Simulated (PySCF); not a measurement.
**Electronic structure of Cd⁴⁶⁺ (cadmium, charge +46) at the UHF level**

Configuration: 1s2, closed-shell 1S. Computed with PySCF 2.14 in an even-tempered Gaussian basis (17 s from 90 bohr⁻², ratio 2.2; 7 p from 140 bohr⁻², ratio 2.4; 4 d from 410 bohr⁻², ratio 2.4; 3 f from 610 bohr⁻², ratio 2.4; 3 g from 920 bohr⁻², ratio 2.4), with scalar relativity by spin-free X2C-1e.

```
Total energy             : -2347.175701 hartree
One-electron energy      : -2379.1154 hartree
Hartree (Coulomb) energy : 63.8795 hartree
Exchange energy          : -31.9397 hartree
⟨S²⟩                     : 0.0000
⟨L²⟩                     : 0.000
Sum of ⟨r⟩               : 0.05924 bohr
Sum of ⟨r²⟩              : 0.002388 bohr²
```

```json
{"shell": "1s", "electrons": "2", "mean orbital energy (eV)": "-31500.4", "rms radius, mean of both spins (bohr)": "0.0346"}
```

Densities and radii are taken from the X2C orbitals without a picture-change correction, which distorts them close to the nucleus.
